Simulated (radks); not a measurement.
Question: These are the eigenvalues of the occupied orbitals of an atom or ion with whole-number occupations (eV). Method: non-relativistic Kohn-Sham, LB94 model potential, spin-polarised, spherical densities, point nucleus; computed with a radial shooting solver on a logarithmic mesh with Libxc functionals.

1s up: -84725.20

Which element is it, and in what charge state? The configuration may be excited. Open shells, if any, are filled with parallel spins first.

Answer: Z = 79, gold, charge +78: Au78+ in 1s1. The 1s level, -3113.6 hartree, gives Z - s = 78.9 by -(Z - s)^2/2, which with screening narrows Z to a few neighbours, and with so few levels the electron count can be read from the list.
